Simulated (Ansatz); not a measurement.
Calculated with Ansatz (gas phase, PBE0-D4/def2-TZVP geometries, no zero-point term in ΔE). CCSD(T)/CBS is the MP2 limit (def2-TZVPP, def2-QZVPP) plus CCSD(T) − MP2 in def2-TZVPP, frozen cores. Functionals use def2-TZVPP. B3LYP here is the variant with VWN-RPA as its local correlation; programs differ in this. Elements past krypton have def2 core potentials. For In outer-core shells are correlated without core-valence functions, which leaves a few kJ/mol of doubt a bond. Each species was taken in one conformer, which may not be the lowest.

Reaction (redistribution): `C=N[SiH2]F` + `C=C[O][InH2]` → `C=CO[SiH2]F` + `C=[N][InH2]`

```csv
level,ΔE (kcal/mol),difference from CCSD(T)/CBS
PBE-D4,2.9,1.9
r2SCAN-D4,2.4,1.4
PBE0-D4,1.8,0.8
B3LYP-D4,1.7,0.7
r2SCAN,2.4,1.4
B3LYP,1.3,0.3
HF/def2-TZVPP,-0.7,-1.7
CCSD/def2-TZVPP,-0.1,-1.1
MP2/CBS(def2),1.1,0.1
CCSD/CBS(def2),0.7,-0.3
CCSD(T)/CBS,1.0,0
```

Largest T1 diagnostic among the species: 0.017.

In def2-TZVPP, CCSD(T) changes the Hartree–Fock value by +0.9 kcal/mol (the triples alone add +0.3 kcal/mol) and MP2 by +1.0 kcal/mol. From PBE to PBE0 (25 % exact exchange), in def2-TZVPP and without D4, ΔE moves by −1.1 kcal/mol.
